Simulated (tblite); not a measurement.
Run record: tight-binding relaxation, `C(=C/P(CSC)C)/C`.

Computed with GFN2-xTB geometry optimisation, gas phase (tblite 0.8.0). Start geometry: from a force field or distance geometry. A driver script takes a list of jobs; this job's settings line and coordinates (Å) are shown.

Command:
```bash
OMP_NUM_THREADS=1 python probes_run.py task.json out
```

Input:
```
{"job": {"kind": "relax", "xc": "GFN2-xTB", "basis": "xTB"}, "charge": 0, "multiplicity": 1}
C     -2.685400     1.404700     0.023600
C     -2.906800    -0.027700    -0.382500
C     -1.877900    -0.910400    -0.279200
P     -0.227000    -0.408600     0.307000
C      0.819400    -1.825400     0.865400
C      0.579400     0.843300    -0.723600
S      2.267800     0.349600    -1.105000
C      3.361500     0.308700     0.334400
H     -2.279000     1.990100    -0.810000
H     -2.077300     1.391500     0.933800
H     -3.682000     1.848600     0.309200
H     -3.898900    -0.357200    -0.736000
H     -2.127100    -1.937700    -0.581600
H      1.607700    -2.135700     0.131100
H      1.379200    -1.499700     1.786200
H      0.208900    -2.725400     1.174600
H      0.615100     1.811200    -0.144800
H      0.064300     1.014200    -1.707700
H      3.682500    -0.753900     0.485100
H      2.881900     0.706300     1.257400
H      4.284700     0.930400     0.171300
```

Output:
```
step      E/eV     max force
  0    -683.82152    4.073
  1    -684.28145    2.917
  2    -684.59743    1.271
  3    -684.70248    1.094
  4    -684.79345    0.622
  5    -684.84753    0.727
  6    -684.91753    0.769
  7    -684.98739    0.723
  8    -685.06157    0.749
  9    -685.13428    0.665
... (181 lines left out)
191    -685.65264    0.026
192    -685.65274    0.020
193    -685.65283    0.022
194    -685.65290    0.017
195    -685.65297    0.019
196    -685.65304    0.018
197    -685.65313    0.021
198    -685.65320    0.021
199    -685.65324    0.012
200    -685.65327    0.009
```

«max force» is the largest atomic force in eV/Å.

**Question.** From which step on does the largest force stay under 0.1 eV/Å, and how much energy is left to gain from there?

**Answer.** From step 141 (0.095 eV/Å), 10.2 meV above the end.

In short: energy lowered by 42.2 kcal/mol over 200 steps; largest atomic force 0.009 eV/Å at the end.

**Question.** Give the final coordinates.

**Answer.** 1.103 Å rms from the input after alignment:
```
atom  x, y, z in Å
C1    -2.2616    1.6585    0.2911
C2    -2.5083    0.2972   -0.2587
C3    -1.6519   -0.7143   -0.1887
P4    -0.0234   -0.6115    0.6251
C5     0.4388   -2.3956    0.5406
C6     0.9083   -0.0537   -0.9035
S7     2.7075   -0.0900   -0.6633
C8     2.8376    1.1778    0.6233
H9    -2.1961    2.3875   -0.5171
H10   -1.3321    1.6728    0.8587
H11   -3.0834    1.9594    0.9399
H12   -3.4645    0.1576   -0.7514
H13   -1.9149   -1.6817   -0.6011
H14    0.2329   -2.8134   -0.4451
H15    1.5021   -2.4912    0.7583
H16   -0.1236   -2.9411    1.2973
H17    0.6144    0.9658   -1.1612
H18    0.6980   -0.7160   -1.7450
H19    3.8770    1.2169    0.9311
H20    2.2048    0.8943    1.4613
H21    2.5294    2.1377    0.2172
```

**Question.** How long does this job take on Arm Neoverse V2, one thread, no GPU, shared host?

**Answer.** About 1.5 s.
Labels such as C1 count atoms from 1, the log's own numbers from 0.
